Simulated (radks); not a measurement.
Task: The mean radii <r> (bohr) of the occupied orbitals of an atom or ion are listed with their occupations. Calculated with a radial shooting solver on a logarithmic mesh with Libxc functionals: non-relativistic Kohn-Sham, LDA (Slater exchange, Perdew-Wang correlation), spin-unpolarised, spherical densities, point nucleus.

orbital  occ.      <r>
1s          2  0.03313
2s          2   0.1438
2p          6   0.1228
3s          2   0.3869
3p          6   0.3777
3d         10   0.3472

Name the element and its charge.

Result: Z = 46, palladium, charge +18: Pd18+ in [Ar] 3d10. The 1s radius gives Z: for a bare nucleus <r> = 1.5/Z, 0.03261 bohr for Z = 46, and screening makes it slightly larger (0.03313 here). The occupations add up to 28, and the charge is Z minus that.
